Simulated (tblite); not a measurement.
C₇H₉F₃O.
Z-matrix (Å and degrees, GFN2-xTB geometry), rows numbered from 1:
```
F 
C   1  1.3776
C   2  1.4963  1  110.09
C   3  1.5270  2  124.90  1   -51.79
C   4  1.5453  3   89.39  2   142.22
C   3  1.5175  2  130.20  1    75.19
C   6  1.4966  3   59.99  2   109.78
O   7  1.4109  3  118.13  6   105.01
C   8  1.3460  7  114.54  3    99.07
F   9  1.3361  8  108.56  7   170.90
F   9  1.3648  8  112.06  7   -72.32
H   2  1.0942  1  106.93  3   120.99
H   2  1.0962  1  106.53  3  -121.14
H   4  1.0896  3  115.30  2   -98.71
H   4  1.0867  3  112.24  2    27.54
H   5  1.0862  4  112.97  3  -114.61
H   5  1.0892  4  115.93  3   118.06
H   6  1.0756  3  129.79  7  -107.05
H   7  1.0889  3  119.84  6  -110.57
H   9  1.1096  8  114.54  7    48.95
```

Method: GFN2-xTB as coded in tblite; computed harmonic values from a numerical Hessian at the method's own geometry, unscaled. The method is semi-empirical: single wavenumbers can be off by several per cent or more. One conformer, not necessarily the lowest.

Harmonic wavenumbers (cm⁻¹): 34.4, 68.4, 81.4, 114.5, 142.2, 208.5, 250.0, 312.1, 329.5, 338.0, 479.9, 501.7, 583.8, 625.2, 676.0, 783.0, 805.0, 884.7, 924.4, 949.3, 958.1, 980.5, 1012.0, 1024.4, 1028.4, 1053.8, 1088.9, 1093.3, 1114.3, 1130.9, 1158.8, 1171.0, 1184.2, 1223.6, 1230.6, 1239.7, 1261.5, 1272.3, 1296.8, 1310.3, 1331.1, 1426.5, 1448.6, 1460.9, 1481.6, 2820.8, 2935.0, 2955.5, 2961.4, 2988.1, 2998.8, 3032.3, 3041.8, 3121.4.

A = 1779, B = 712.8, C = 581.2 MHz; mass 166.061 u (most abundant isotopes); point group C1, symmetry number 1.

Task: What is the zero-point energy?

Result: ½Σν̃ = 32965 cm⁻¹ = 394.35 kJ/mol.

Task: What is S at 400 K and 1 bar for an ideal gas of classical rigid rotors and harmonic oscillators?

Result: Translation 178.72, rotation 131.10, vibration 179.61: S = 489.4 J/(mol K).

Task: And Cp and H(400 K) − H(0)?

Result: Cp = 216.63 J/(mol K), of which vibrations give 183.37 (their classical limit is 54 R = 449.0); H(400 K) − H(0) = 49.74 kJ/mol without the zero-point energy, 36.44 from vibrations.

Task: Blend soft modes into free rotors: weight 1/[1 + (100 cm⁻¹/ν̃)⁴] for the oscillator and the rest for a rotor with moment μB/(μ + B), μ = h/(8π²ν), B = 10⁻⁴⁴ kg m². What vibrational entropy results?

Result: 162.56 J/(mol K) in place of 179.61, which changes −T·S at 400 K by +6.82 kJ/mol.

Task: How do the functions run with temperature in this model?

Result: 
| T (K) | S (J/(mol K)) | Cp (J/(mol K)) | H − H(0) (kJ/mol) | G − H(0) (kJ/mol) | ln q(vib) |
| --- | --- | --- | --- | --- | --- |
| 150 | 344.4 | 102.0 | 10.43 | -41.23 | 3.72 |
| 250 | 405.9 | 144.1 | 22.65 | -78.82 | 6.54 |
| 298.15 | 433.3 | 167.5 | 30.15 | -99.03 | 7.86 |
| 600 | 592.5 | 291.7 | 101.11 | -254.42 | 16.11 |
| 900 | 724.8 | 358.7 | 199.66 | -452.68 | 23.99 |

q(vib) and H(0) count from the zero-point level.

Task: What must be added to the electronic energy to get the Gibbs energy at 400 K and 1 bar?

Result: ZPE + [H(400 K) − H(0)] − T·S = 394.35 + 49.74 − 195.77 = 248.32 kJ/mol.

Task: Which modes carry the vibrational entropy at 400 K?

Result: 34.4 cm⁻¹: 25.69; 68.4 cm⁻¹: 19.99; 81.4 cm⁻¹: 18.56; 114.5 cm⁻¹: 15.75; 142.2 cm⁻¹: 13.98; 208.5 cm⁻¹: 10.90 J/(mol K); the other 48 give 74.74 together.

Hindered rotation and anharmonicity are outside this model. Other conformers, if any are populated, would add a mixing term that is left out. The structure is chiral; the term R ln 2 for an equal mix with its mirror image is left out.

Run on x86-64 server, one thread, no GPU, on a shared host. The figure is for the frequency step alone.
